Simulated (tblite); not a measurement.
Record of a relaxation.

Species: C6H14Ge.
SMILES with atom numbers: `[CH3:1][CH2:2][GeH:3]1[CH2:4][CH2:5][CH2:6][CH2:7]1` (hydrogens: H8, H9, H10 on C1; H11, H12 on C2; H13 on Ge3; H14, H15 on C4; H16, H17 on C5; H18, H19 on C6; H20, H21 on C7)

Computed with GFN2-xTB (tblite), gas phase: L-BFGS steps from a force-field or distance-geometry start until the largest atomic force falls under 0.01 eV/Å. 3 of its 75 geometries are shown.

Step 0: E = -595.4131 eV, largest atomic force 1.632 eV/Å
```
atom  x, y, z in Å  |  force x, y, z in eV/Å
C1      2.910    0.544    0.341    0.226   0.320   0.020
C2      1.765   -0.327    0.843    0.914  -0.523   0.727
Ge3     0.068    0.575    0.651   -0.066   1.113   0.563
C4     -1.407   -0.596    1.048   -0.754  -0.643   1.297
C5     -1.949   -1.052   -0.293   -0.238  -0.186  -0.526
C6     -1.827    0.102   -1.312   -0.108   0.034   0.000
C7     -0.427    0.723   -1.216   -0.038   0.467  -0.815
H8      2.944    1.503    0.918    0.014  -0.780  -0.582
H9      2.761    0.768   -0.735    0.192  -0.019   0.666
H10     3.865    0.016    0.473   -0.201   0.298  -0.123
H11     1.927   -0.563    1.925   -0.001  -0.006  -0.814
H12     1.740   -1.285    0.281    0.001   0.499   0.378
H13    -0.038    1.926    1.420    0.183  -0.430  -0.212
H14    -1.058   -1.472    1.655   -0.638   0.676  -0.309
H15    -2.188   -0.030    1.615    0.455  -0.686  -0.281
H16    -1.355   -1.915   -0.653   -0.293   0.382   0.101
H17    -3.007   -1.365   -0.204    0.486   0.024  -0.128
H18    -2.585    0.872   -1.069    0.314  -0.352  -0.103
H19    -2.010   -0.261   -2.335   -0.087   0.110   0.321
H20     0.298    0.138   -1.817   -0.426   0.485   0.072
H21    -0.437    1.787   -1.536    0.065  -0.786  -0.251
```

Step 37: E = -595.7180 eV, largest atomic force 0.040 eV/Å
```
atom  x, y, z in Å  |  force x, y, z in eV/Å
C1      2.995    0.549    0.358   -0.004  -0.004   0.002
C2      1.855   -0.303    0.894   -0.016  -0.003   0.005
Ge3     0.066    0.557    0.662    0.004  -0.033  -0.022
C4     -1.500   -0.611    1.059   -0.003  -0.005   0.003
C5     -1.949   -1.065   -0.328    0.000   0.000  -0.001
C6     -1.883    0.126   -1.283    0.001   0.004   0.003
C7     -0.474    0.716   -1.250    0.003   0.002   0.000
H8      3.054    1.491    0.900   -0.001   0.004  -0.003
H9      2.843    0.775   -0.696   -0.005   0.002  -0.004
H10     3.948    0.032    0.463    0.011   0.001   0.011
H11     2.021   -0.523    1.949   -0.005   0.008  -0.002
H12     1.830   -1.260    0.370   -0.001   0.005   0.001
H13     0.021    1.876    1.417    0.010   0.018  -0.002
H14    -1.282   -1.461    1.702    0.006   0.003  -0.003
H15    -2.291   -0.031    1.536    0.000  -0.011   0.002
H16    -1.275   -1.844   -0.691    0.000   0.003  -0.002
H17    -2.959   -1.481   -0.302    0.004   0.003   0.002
H18    -2.600    0.880   -0.950   -0.001   0.001   0.001
H19    -2.160   -0.178   -2.295   -0.002   0.005   0.005
H20     0.196    0.116   -1.868   -0.007   0.001   0.002
H21    -0.464    1.729   -1.648    0.006  -0.004   0.001
```

Step 74: E = -595.7199 eV, largest atomic force 0.009 eV/Å
```
atom  x, y, z in Å  |  force x, y, z in eV/Å
C1      3.007    0.554    0.374   -0.001   0.001  -0.003
C2      1.862   -0.296    0.904    0.001  -0.004   0.007
Ge3     0.072    0.548    0.639    0.001  -0.006  -0.006
C4     -1.483   -0.632    1.048    0.002   0.000   0.005
C5     -1.966   -1.058   -0.337   -0.002   0.000   0.003
C6     -1.903    0.146   -1.274    0.001  -0.002  -0.001
C7     -0.481    0.703   -1.270    0.000   0.000   0.002
H8      3.027    1.520    0.874    0.001  -0.001   0.002
H9      2.890    0.729   -0.693    0.001   0.005  -0.007
H10     3.964    0.061    0.540    0.002   0.002   0.000
H11     2.008   -0.491    1.967    0.002  -0.002   0.008
H12     1.854   -1.264    0.401    0.002   0.001  -0.001
H13     0.021    1.875    1.380   -0.001   0.001  -0.002
H14    -1.239   -1.496    1.664    0.002  -0.001   0.001
H15    -2.264   -0.072    1.562   -0.002   0.000  -0.004
H16    -1.308   -1.839   -0.726   -0.003   0.003  -0.001
H17    -2.979   -1.463   -0.295   -0.004   0.002  -0.001
H18    -2.592    0.911   -0.908    0.001  -0.004  -0.003
H19    -2.216   -0.134   -2.283   -0.001   0.003  -0.004
H20     0.164    0.079   -1.891   -0.003   0.004   0.003
H21    -0.449    1.711   -1.676    0.001  -0.004   0.002
```

Task: Summarise the path.

Result: The energy falls by 7.07 kcal/mol from step 0 to step 74; nine tenths of that is first reached at step 12. It falls at every step. The largest force goes from 1.632 to 0.009 eV/Å. Among the bonds Ge3–C4 changes most, from 1.925 to 1.994 Å; the atoms move by 0.131 Å rms after alignment.

The cost below is that of the whole relaxation. Hardware: one thread of an Intel Xeon 6975P-C, no GPU, shared host with 192 logical CPUs at a one-minute load of 38. Cost: 0.41 s of wall time.
